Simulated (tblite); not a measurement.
Compound: C₇H₁₂OSSi.
Structure used (GFN2-xTB), in Å, numbered top down from 1:
```
atom  x, y, z in Å
C1     1.5140    1.0694    1.0873
C2     1.0878    0.2954    0.1008
C3    -0.2070   -0.4704    0.1527
C4    -1.2543    0.2556   -0.6691
C5    -2.7071    0.1018   -0.3359
C6    -2.0109    1.4035   -0.0761
C7     0.0188   -1.8781   -0.3985
S8     0.9924   -1.8629   -1.9541
Si9    2.0040   -0.0146   -1.5168
O10    3.6170   -0.1446   -1.4167
H11    2.4359    1.6205    1.0073
H12    0.9651    1.1909    2.0093
H13   -0.5613   -0.5577    1.1860
H14   -0.9957    0.3252   -1.7192
H15   -3.4180    0.0492   -1.1461
H16   -2.9737   -0.5100    0.5131
H17   -1.8037    1.6724    0.9488
H18   -2.2425    2.2491   -0.7053
H19    0.5713   -2.4900    0.3156
H20   -0.9251   -2.3685   -0.6309
H21    1.8302    0.9572   -2.5782
H22    4.0526   -0.8739   -0.9805
```

Level: GFN2-xTB in tblite, geometry and Hessian alike; calculated harmonic values, unscaled, isolated species. Errors from tens to a few hundred cm⁻¹ against measured bands are possible. Modes of hydrogen on silicon can be 10 to 20 % off. One conformer, not necessarily the lowest.

Harmonic wavenumbers (cm⁻¹): 42.6, 58.6, 86.2, 127.8, 145.1, 184.9, 230.7, 244.5, 273.7, 301.2, 339.6, 420.9, 494.2, 505.8, 566.5, 613.4, 649.7, 680.2, 699.8, 710.6, 790.1, 794.4, 841.7, 860.0, 898.5, 914.9, 919.3, 961.7, 995.1, 1013.6, 1054.2, 1070.6, 1077.7, 1089.0, 1105.3, 1154.3, 1173.5, 1211.2, 1225.1, 1243.7, 1265.1, 1268.1, 1395.6, 1420.2, 1442.6, 1457.3, 1493.5, 1690.5, 2369.6, 2921.0, 2969.5, 3005.6, 3042.9, 3068.8, 3086.2, 3089.8, 3092.9, 3109.0, 3112.2, 3641.4.

A = 1568, B = 751.0, C = 598.1 MHz; mass 172.038 u (most abundant isotopes); point group C1, symmetry number 1.

Question: Zero-point energy?

Answer: Half the sum of the wavenumbers: 37856 cm⁻¹ = 108.23 kcal/mol.

Question: What is S at 350 K and 1 bar for an ideal gas of classical rigid rotors and harmonic oscillators?

Answer: Translation 42.16, rotation 30.98, vibration 42.44: S = 115.6 cal/(mol K).

Question: And Cp and H(350 K) − H(0)?

Answer: Cp = 52.62 cal/(mol K), of which vibrations give 44.67 (their classical limit is 60 R = 119.2); H(350 K) − H(0) = 10.57 kcal/mol without the zero-point energy, 7.79 from vibrations.

Question: Which modes carry the vibrational entropy at 350 K?

Answer: 42.6 cm⁻¹: 5.45; 58.6 cm⁻¹: 4.82; 86.2 cm⁻¹: 4.06; 127.8 cm⁻¹: 3.29; 145.1 cm⁻¹: 3.04; 184.9 cm⁻¹: 2.58 cal/(mol K); the other 54 give 19.20 together.

Question: How do the functions run with temperature in this model?

Answer: 
```
T (K)  S (cal/(mol K))  Cp (cal/(mol K))  H − H(0) (kcal/mol)  G − H(0) (kcal/mol)  ln q(vib)
  100             73.8              21.1                 1.42                -5.96       2.17
  200             92.1              33.2                 4.13               -14.28       5.37
  300            108.0              46.3                 8.10               -24.29       8.56
  500            137.2              68.6                19.73               -48.86      14.95
  800            174.2              88.6                43.60               -95.77      24.13
 1000            194.9              97.0                62.21              -132.73      29.79
```

q(vib) and H(0) count from the zero-point level.

Question: Blend soft modes into free rotors: weight 1/[1 + (100 cm⁻¹/ν̃)⁴] for the oscillator and the rest for a rotor with moment μB/(μ + B), μ = h/(8π²ν), B = 10⁻⁴⁴ kg m². What vibrational entropy results?

Answer: 38.97 cal/(mol K) in place of 42.44, which changes −T·S at 350 K by +1.21 kcal/mol.

Hindered rotation and anharmonicity are outside this model. Other conformers, if any are populated, would add a mixing term that is left out. The structure is chiral; the term R ln 2 for an equal mix with its mirror image is left out.
